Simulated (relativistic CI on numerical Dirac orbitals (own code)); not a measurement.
S²⁺: calculation against measurement

Method of calculation: Dirac-Coulomb-Breit CI, separate exchange-only KLI orbitals for each configuration, a model potential for QED, valence Slater integrals scaled by 0.85, P86 correlation energy added to each configuration (own radial code, finite nucleus).

CI space (outside the closed core [Ne]): 3s2 3p2, 3s 3p3, 3s2 3p 3d, 3p4, 3s 3p2 3d, 3s2 3p 4s, 3s2 3p 4p, 3s2 3p 4d, 3s2 3p 5s, 3s2 3p 4f, 3s2 3d 4p, 3s2 3p 5p, 3s2 3d2, 3s 3d3, 3p2 3d2, 3p 3d3, 3p 3d2 4s, 3p 3d2 4p, 3p 3d2 4d, 3s2 3d 4s, 3s 3d2 4s, 3s2 4s2, 3s 3d 4s2. Double excitations out of closed p, d and f shells are left out; levels of such configurations are missing from the list, as are those of other unlisted configurations, and high levels can miss mixing partners. These lack a partner that the ground configuration has and come out too high: 3s2 3p 5s, 3s2 3p 4f, 3s2 3p 5p.

```tsv
Configuration	Term (tabulated)	J	Measured (cm⁻¹)	Computed	Error	Purity (%)
3s2 3p2	3P	0	0.0	0	0	96
3s2 3p2	3P	1	298.7	291	-8	96
3s2 3p2	3P	2	833.1	812	-21	96
3s2 3p2	1D	2	11322.7	11795	472	96
3s2 3p2	1S	0	27161.0	26329	-832	94
3s 3p3	5S°	2	58671.9	62727	4055	100
3s 3p3	3D°	1	84019.3	91484	7465	85
3s 3p3	3D°	2	84046.7	91510	7463	85
3s 3p3	3D°	3	84099.4	91562	7462	85
3s 3p3	3P°	2	98745.3	105638	6893	84
3s 3p3	3P°	1	98765.9	105653	6887	84
3s 3p3	3P°	0	98772.2	105660	6888	84
3s2 3p 3d	1D°	2	104159.7	115631	11471	59
3s2 3p 3d	3F°	2	122118.5	133107	10988	100
3s2 3p 3d	3F°	3	122404.0	133393	10989	100
3s2 3p 3d	3F°	4	122798.6	133789	10990	100
3s 3p3	1P°	1	136843.8	144707	7863	64
3s 3p3	3S°	1	138066.6	151678	13612	100
3s2 3p 3d	3P°	2	143125.3	155069	11943	58
3s2 3p 4s	3P°	2	147147.1	158090	10943	69
3s2 3p 3d	3D°	1	147551.6	160337	12786	84
3s2 3p 3d	3D°	2	147692.2	160449	12757	84
3s2 3p 3d	3D°	3	147745.7	160546	12800	84
3s2 3p 4s	1P°	1	148399.0	159636	11237	95
3s2 3p 3d	1F°	3	157610.3	170301	12691	94
3s2 3p 3d	1P°	1	164141.0	180114	15973	58
3s2 3p 4p	1P	1	167553.3	179656	12103	92
3s2 3p 4p	3D	1	169771.4	180914	11143	91
3s2 3p 4p	3D	2	170068.7	181169	11101	98
3s2 3p 4p	3D	3	170650.5	181759	11108	99
3s2 3p 4p	3P †	0	172632.8	184258	11625	92
3s2 3p 4p	3P †	1	172787.3	184314	11527	71
3s2 3p 4p	3P	2	173193.1	184695	11502	78
3s2 3p 4p	3S	1	174037.7	184983	10945	78
3s2 3p 4p	1D	2	176984.4	187519	10535	95
3s2 3p 4p	1S	0	182759.1	193204	10445	96
3s2 3p 4d	3F°	2	204580.7	215602	11021	86
3s2 3p 4d	3F°	3	205072.5	215999	10927	97
3s2 3p 4d	1D°	2	205147.8	216432	11284	81
3s2 3p 4d	3F°	4	205562.5	216495	10933	100
3s2 3p 4d	3D°	1	206540.4	217631	11091	92
3s2 3p 4d	3D°	2	206673.1	217744	11071	80
3s2 3p 4d	3D°	3	206912.6	218014	11101	96
3s2 3p 4d	3P°	2	207893.0	218681	10788	83
3s2 3p 4d	3P°	1	208104.9	218870	10765	93
3s2 3p 4d	3P°	0	208212.0	218963	10752	98
3s2 3p 5s	3P°	0	209774.9	221205	11430	98
3s2 3p 5s	3P°	1	209927.4	221387	11460	91
3s2 3p 5s	3P°	2	210699.2	222148	11448	99
3s2 3p 4d	1F°	3	211149.3	223132	11982	93
3s2 3p 5s	1P°	1	211329.1	223060	11731	92
3s2 3p 4d	1P°	1	213542.5	224504	10961	91
```

Measured levels from NIST levels in Podobedova, Kelleher and Wiese, J. Phys. Chem. Ref. Data 38, 171 (2009); pairs were made by configuration, J and term (by order where the table uses no LS term), so strongly mixed levels may be paired wrongly.

Mean error by configuration (cm⁻¹): 3s2 3p2 -97; 3s 3p3 7621; 3s2 3p 3d 12339; 3s2 3p 4s 11090; 3s2 3p 4p 11110; 3s2 3p 4d 11056; 3s2 3p 5s 11517. Over the excited levels the mean absolute error is 9860 cm⁻¹ (51 of the 56 excited levels that our extract of the source holds in range could be paired, and the others can miss by more), and the median relative error of those above 1,000 cm⁻¹ is 6.5 %. † marks terms whose computed intervals miss the measured ones by more than a factor of 2.5, or configurations far off the rest, from wrong mixing, a near crossing or a doubtful label or measurement; they are left out of the means.
